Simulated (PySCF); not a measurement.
AlF4, SMILES [F][Al-]([F])([F])[F], charge -1.

The structure is a stationary point at PBE0-D3(BJ)/def2-SVPD. The isomer is the one that the SMILES or the coordinates give; other isomers of the formula were not compared.

Two levels are set side by side: PBE/def2-SVPD (PySCF) and HF/def2-SVPD (PySCF). Same geometry, gas phase. Differences are taken from unrounded values.

```tsv
quantity	HF
orbital gap (eV)	16.07
highest occupied level (eV)	-11.07
lowest empty level (eV)	5.00
mean polarisability (bohr³)	22.5
```

### Question
What does PBE give, and how far is it from HF? (Estimate from the structure and the level; the computed values follow.)

### Answer

| quantity | PBE | PBE minus HF |
|---|---|---|
| orbital gap (eV) | 6.92 | -9.15 |
| highest occupied level (eV) | -3.53 | 7.53 |
| lowest empty level (eV) | 3.38 | -1.61 |
| mean polarisability (bohr³) | 31.4 | 8.9 |

Without exact exchange PBE keeps part of each electron's self-repulsion, which lifts occupied levels and narrows the gap. PBE's more diffuse valence density responds more strongly to a field. Differences between two approximate levels are no errors against the true value.

Rough cost on one machine, each run with all the roots and properties that it gave: HF against PBE about 1/4.
